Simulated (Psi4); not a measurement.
ClFSn, singlet, at a GFN2-xTB geometry (such geometries of metal compounds can be far from the true shape) (core potentials on Sn), atoms displaced at random by about 0.03 Å a coordinate; TPSS/def2-SVP, gradient run with Psi4 1.11.

Input for Psi4:
```
memory 2 GB

molecule mol {
0 1
  Sn    0.151802    0.128011    0.496765
  F     1.035707    1.475409   -0.827686
  Cl   -1.090497   -1.199090   -1.053378
symmetry c1
no_reorient
no_com
}

set basis def2-svp
set reference rks

gradient('tpss')
print_variables()
```

What the program printed (banner, timings and long lists left out):

```
gradient() will perform analytic gradient computation.

   => Loading Basis Set <=

    Name: DEF2-SVP
    Role: ORBITAL
    Keyword: BASIS

    !!!  WARNING: ECP capability is in beta. Please check occupations closely.  !!!

         ---------------------------------------------------------
                                   SCF
               by Justin Turney, Rob Parrish, Andy Simmonett
                          and Daniel G. A. Smith
                              RKS Reference
         ---------------------------------------------------------

  ==> Geometry <==

    Molecular point group: c1
    Full point group: C1

    Geometry (in Angstrom), charge = 0, multiplicity = 1:

       Center              X                  Y                   Z               Mass
    ------------   -----------------  -----------------  -----------------  -----------------
         SN           0.151802000000     0.128011000000     0.496765000000   119.902201630000
         F            1.035707000000     1.475409000000    -0.827686000000    18.998403162730
         CL          -1.090497000000    -1.199090000000    -1.053378000000    34.968852682000

  Running in c1 symmetry.

  Rotational constants: A =      0.26878  B =      0.09522  C =      0.07032 [cm^-1]
  Rotational constants: A =   8057.96167  B =   2854.71572  C =   2108.26028 [MHz]
  Nuclear repulsion =  156.718777466955885

  Charge       = 0
  Multiplicity = 1
  Electrons    = 48
  Nalpha       = 24
  Nbeta        = 24

  ==> Algorithm <==

  SCF Algorithm Type is DF.
  DIIS enabled.
  MOM disabled.
  Fractional occupation disabled.
  Guess Type is SAD.
  Energy threshold   = 1.00e-08
  Density threshold  = 1.00e-08
  Integral threshold = 1.00e-12

  ==> Primary Basis <==

  Basis Set: DEF2-SVP
    Blend: DEF2-SVP
    Number of shells: 24
    Number of basis functions: 58
    Number of Cartesian functions: 62
    Spherical Harmonics?: true
    Max angular momentum: 2

  Core potential: DEF2-SVP
    Number of shells: 4
    Number of ECP primitives: 18
    Number of ECP core electrons: 28
    Max angular momentum: 3

  ==> DFT Potential <==

   => LibXC <=

    Version 7.1.2
    S. Lehtola, C. Steigemann, M. J. T. Oliveira, and M. A. L. Marques,  SoftwareX 7, 1–5 (2018) (10.1016/j.softx.2017.11.002)

   => Composite Functional: TPSS <=

    TPSS Meta-GGA XC Functional

    J. Tao, et al., Phys. Rev. Lett., 91, 146401, 2003

    Deriv               =              1
    GGA                 =           TRUE
    Meta                =           TRUE

    Exchange Hybrid     =          FALSE
    MP2 Hybrid          =          FALSE

   => Exchange Functionals <=

    1.0000   XC_MGGA_X_TPSS

   => Correlation Functionals <=

    1.0000   XC_MGGA_C_TPSS

   => LibXC Density Thresholds  <==

    XC_MGGA_C_TPSS:  1.00E-15
    XC_MGGA_X_TPSS:  1.00E-15

   => Molecular Quadrature <=

    Radial Scheme          =       TREUTLER
    Pruning Scheme         =           NONE
    Nuclear Scheme         =       TREUTLER

    Blocking Scheme        =         OCTREE
    BS radius alpha        =              1
    Pruning alpha          =              1
    Radial Points          =             75
    Spherical Points       =            302
    Total Points           =          64076
    Total Blocks           =            554
    Max Points             =            251
    Max Functions          =             57
    Weights Tolerance      =       1.00E-15

   => Loading Basis Set <=

    Name: (DEF2-SVP AUX)
    Role: JKFIT
    Keyword: DF_BASIS_SCF

  ==> Integral Setup <==

  SCF_SUBTYPE=INCORE selected. In-core MEM_DF algorithm will be used.
  Using in-core AOs.

  ==> MemDFJK: Density-Fitted J/K Matrices <==

    J tasked:                   Yes
    K tasked:                    No
    wK tasked:                   No
    Algorithm:                 Core
    Schwarz Cutoff:           1E-12
    Mask sparsity (%):       3.5077
    Fitting Condition:        1E-10

   => Auxiliary Basis Set <=

  Basis Set: (DEF2-SVP AUX)
    Blend: DEF2-UNIVERSAL-JKFIT
    Number of shells: 109
    Number of basis functions: 423
    Number of Cartesian functions: 557
    Spherical Harmonics?: true
    Max angular momentum: 5

  Minimum eigenvalue in the overlap matrix is 3.6698615126E-02.
  Reciprocal condition number of the overlap matrix is 1.1640193651E-02.
    Using symmetric orthogonalization.

  ==> Pre-Iterations <==

  SCF Guess: Superposition of Atomic Densities via on-the-fly atomic UHF (no occupation information).

   -------------------------
    Irrep   Nso     Nmo
   -------------------------
     A         58      58
   -------------------------
    Total      58      58
   -------------------------

  ==> Iterations <==

                           Total Energy        Delta E     RMS |[F,P]|

   @DF-RKS iter SAD:  -772.65451196726269   -7.72655e+02   0.00000e+00
   @DF-RKS iter   1:  -774.01194599601183   -1.35743e+00   9.85987e-03 DIIS/ADIIS
   @DF-RKS iter   2:  -769.62306506679352    4.38888e+00   5.08512e-02 DIIS/ADIIS
   @DF-RKS iter   3:  -774.07678677325760   -4.45372e+00   7.27539e-03 DIIS/ADIIS
   @DF-RKS iter   4:  -774.13571590571496   -5.89291e-02   2.15283e-03 DIIS/ADIIS
   @DF-RKS iter   5:  -774.14482940461801   -9.11350e-03   7.27447e-04 DIIS/ADIIS
   @DF-RKS iter   6:  -774.14559149515924   -7.62091e-04   1.95321e-04 DIIS/ADIIS
   @DF-RKS iter   7:  -774.14566154673798   -7.00516e-05   3.36098e-05 DIIS
   @DF-RKS iter   8:  -774.14566435962729   -2.81289e-06   5.85600e-06 DIIS
   @DF-RKS iter   9:  -774.14566441748002   -5.78527e-08   9.80766e-07 DIIS
   @DF-RKS iter  10:  -774.14566441920738   -1.72736e-09   1.78798e-07 DIIS
   @DF-RKS iter  11:  -774.14566441928991   -8.25366e-11   1.80318e-08 DIIS
   @DF-RKS iter  12:  -774.14566441929037   -4.54747e-13   4.31087e-09 DIIS
  Energy and wave function converged.

  ==> Post-Iterations <==

   Electrons on quadrature grid:
      Ntotal   =   48.0001016589 ; deviation = 1.017e-04

    Orbital Energies [Eh]
    ---------------------

    Doubly Occupied:

[...]
    Virtual:

[...]
      58A     51.556556

    Final Occupation by Irrep:
              A
    DOCC [    24 ]
    NA   [    24 ]
    NB   [    24 ]

  @DF-RKS Final Energy:  -774.14566441929037

   => Energetics <=

    Nuclear Repulsion Energy =            156.7187774669558848
    One-Electron Energy =               -1464.3474924308475238
    Two-Electron Energy =                 590.2038595673291184
    DFT Exchange-Correlation Energy =     -56.7208090227280195
    Empirical Dispersion Energy =           0.0000000000000000
    VV10 Nonlocal Energy =                  0.0000000000000000
    Total Energy =                       -774.1456644192903696

Computation Completed

Properties will be evaluated at   0.000000,   0.000000,   0.000000 [a0]

Properties computed using the SCF density matrix

 Multipole Moments:

 ------------------------------------------------------------------------------------
     Multipole            Electronic (a.u.)      Nuclear  (a.u.)        Total (a.u.)
 ------------------------------------------------------------------------------------

 L = 1.  Multiply by 2.5417464519 to convert [e a0] to [Debye]
 Dipole X            :         11.1117181          -11.1067557            0.0049624
 Dipole Y            :          7.8879265           -8.1061824           -0.2182559
 Dipole Z            :         28.6167607          -27.2645339            1.3522268
 Magnitude           :                                                    1.3697364

 ------------------------------------------------------------------------------------

         ------------------------------------------------------------
                                   SCF GRAD
                          Rob Parrish, Justin Turney,
                       Andy Simmonett, and Alex Sokolov
         ------------------------------------------------------------

  ==> Geometry <==

    Molecular point group: c1
    Full point group: C1

    Geometry (in Angstrom), charge = 0, multiplicity = 1:

       Center              X                  Y                   Z               Mass
    ------------   -----------------  -----------------  -----------------  -----------------
         SN           0.151802000000     0.128011000000     0.496765000000   119.902201630000
         F            1.035707000000     1.475409000000    -0.827686000000    18.998403162730
         CL          -1.090497000000    -1.199090000000    -1.053378000000    34.968852682000

  Nuclear repulsion =  156.718777466955885

  ==> Basis Set <==

  Basis Set: DEF2-SVP
    Blend: DEF2-SVP
    Number of shells: 24
    Number of basis functions: 58
    Number of Cartesian functions: 62
    Spherical Harmonics?: true
    Max angular momentum: 2

  Core potential: DEF2-SVP
    Number of shells: 4
    Number of ECP primitives: 18
    Number of ECP core electrons: 28
    Max angular momentum: 3

  ==> DFJKGrad: Density-Fitted SCF Gradients <==

    Gradient:                    1
    J tasked:                  Yes
    K tasked:                   No
    wK tasked:                  No
    Integrals threads:           1
    Schwarz Cutoff:          1E-12
    Fitting Condition:       1E-10

   => Auxiliary Basis Set <=

  Basis Set: (DEF2-SVP AUX)
    Blend: DEF2-UNIVERSAL-JKFIT
    Number of shells: 109
    Number of basis functions: 423
    Number of Cartesian functions: 557
    Spherical Harmonics?: true
    Max angular momentum: 5

  ==> DFT Potential <==

   => LibXC <=

    Version 7.1.2
    S. Lehtola, C. Steigemann, M. J. T. Oliveira, and M. A. L. Marques,  SoftwareX 7, 1–5 (2018) (10.1016/j.softx.2017.11.002)

   => Composite Functional: TPSS <=

    TPSS Meta-GGA XC Functional

    J. Tao, et al., Phys. Rev. Lett., 91, 146401, 2003

    Deriv               =              1
    GGA                 =           TRUE
    Meta                =           TRUE

    Exchange Hybrid     =          FALSE
    MP2 Hybrid          =          FALSE

   => Exchange Functionals <=

    1.0000   XC_MGGA_X_TPSS

   => Correlation Functionals <=

    1.0000   XC_MGGA_C_TPSS

   => LibXC Density Thresholds  <==

    XC_MGGA_C_TPSS:  1.00E-15
    XC_MGGA_X_TPSS:  1.00E-15

   => Molecular Quadrature <=

    Radial Scheme          =       TREUTLER
    Pruning Scheme         =           NONE
    Nuclear Scheme         =       TREUTLER

    Blocking Scheme        =         OCTREE
    BS radius alpha        =              1
    Pruning alpha          =              1
    Radial Points          =             75
    Spherical Points       =            302
    Total Points           =          64076
    Total Blocks           =            554
    Max Points             =            251
    Max Functions          =             57
    Weights Tolerance      =       1.00E-15

  -Total Gradient:
     Atom            X                  Y                   Z
    ------   -----------------  -----------------  -----------------
       1       -0.017122426509    -0.025167987921     0.020039375755
       2        0.015623142887     0.023691735974    -0.022665041512
       3        0.001455133677     0.001498276674     0.002153993767

  Variable Map:
  ----------------------------------------------------------------------------
[...]
  Array Variable Map:
  ----------------------------------------------------------------------------
[...]
[...]
```
